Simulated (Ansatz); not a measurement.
Cost and result for the atomization energy of C$_{5}$H$_{9}$B, SMILES `C=CCC1BC1` (15 atoms, 15 bonds).

```csv
atom,x (Å),y (Å),z (Å)
C1,-1.4096,1.0976,1.4876
C2,-0.8885,0.9608,0.2760
C3,0.5761,0.9634,-0.0276
C4,1.1096,-0.4018,-0.4287
B5,0.4983,-1.7000,0.0965
C6,0.3346,-1.3371,-1.3764
H7,-0.7798,1.2410,2.3605
H8,-2.4807,1.0746,1.6518
H9,-1.5606,0.8233,-0.5687
H10,0.7741,1.6834,-0.8324
H11,1.1226,1.3085,0.8555
H12,2.1831,-0.4017,-0.6132
H13,0.2519,-2.4291,0.9966
H14,-0.6476,-1.0399,-1.7361
H15,0.9166,-1.8430,-2.1414
```

Charge 0, multiplicity 1. Geometry: relaxed with PBE0-D4/def2-TZVP. It is one conformer, not always the lowest. Program: Ansatz. All runs use 4 threads of an Arm Neoverse V2 on a shared host. Times are those of one run each, without the atoms' runs, and a repeat can differ threefold. Electronic energies, without spin–orbit coupling; frozen cores. CCSD(T)/CBS adds CCSD(T) − MP2 in def2-TZVPP to the MP2 limit, and its time is that of the two runs behind it. T1 = 0.010. B3LYP takes the VWN-RPA correlation (the form of Gaussian; ORCA's B3LYP/G).

CCSD(T)/CBS is a level of theory with its own doubt, some kJ/mol a heavy atom from the limit and from the frozen cores, so smaller differences don't rank the functionals.

```json
{"level": "PBE-D4/def2-TZVPP (with forces)", "functions": "312", "wall time": "4.1 s", "atomization (kJ/mol)": "6281.0", "difference from CCSD(T)/CBS": "176.7", "per bond": "11.8"}
{"level": "PBE0-D4/def2-TZVPP", "functions": "312", "wall time": "4.3 s", "atomization (kJ/mol)": "6200.0", "difference from CCSD(T)/CBS": "95.7", "per bond": "6.4"}
{"level": "r2SCAN-D4/def2-TZVPP (with forces)", "functions": "312", "wall time": "7.5 s", "atomization (kJ/mol)": "6160.8", "difference from CCSD(T)/CBS": "56.5", "per bond": "3.8"}
{"level": "B3LYP-D4/def2-TZVPP (with forces)", "functions": "312", "wall time": "8 s", "atomization (kJ/mol)": "6138.9", "difference from CCSD(T)/CBS": "34.6", "per bond": "2.3"}
{"level": "B2PLYP/def2-TZVPP", "functions": "312", "wall time": "9.5 s", "atomization (kJ/mol)": "6074.8", "difference from CCSD(T)/CBS": "-29.5", "per bond": "-2.0"}
{"level": "ωB97X-V/def2-TZVPP", "functions": "312", "wall time": "11 s", "atomization (kJ/mol)": "6134.7", "difference from CCSD(T)/CBS": "30.4", "per bond": "2.0"}
{"level": "ωB97M-V/def2-TZVPP (with forces)", "functions": "312", "wall time": "17 s", "atomization (kJ/mol)": "6150.4", "difference from CCSD(T)/CBS": "46.1", "per bond": "3.1"}
{"level": "MP2/def2-QZVPP", "functions": "612", "wall time": "51 s", "atomization (kJ/mol)": "6148.2", "difference from CCSD(T)/CBS": "43.9", "per bond": "2.9"}
{"level": "CCSD(T)/def2-TZVPP", "functions": "312", "wall time": "21 min", "atomization (kJ/mol)": "5973.6", "difference from CCSD(T)/CBS": "-130.7", "per bond": "-8.7"}
{"level": "CCSD(T)/CBS(def2)", "functions": "–", "wall time": "22 min", "atomization (kJ/mol)": "6104.3", "difference from CCSD(T)/CBS": "0.0", "per bond": "0.0"}
```

From PBE to PBE0 (25 % exact exchange), in def2-TZVPP and without D4, the atomization energy moves by −76.4 kJ/mol: exact exchange takes away binding that semilocal exchange gives to molecules. In def2-TZVPP, CCSD(T) changes the Hartree–Fock value by +1348.3 kJ/mol (the triples alone add +83.2 kJ/mol) and MP2 by +1446.2 kJ/mol; breaking electron pairs costs correlation energy, which Hartree–Fock lacks. The D4 term adds +47.8 kJ/mol with B3LYP and +25.4 kJ/mol with PBE0; it sums over pairs of atoms, weighted by their polarisabilities, and B3LYP, whose exchange is more repulsive, gets the larger term.
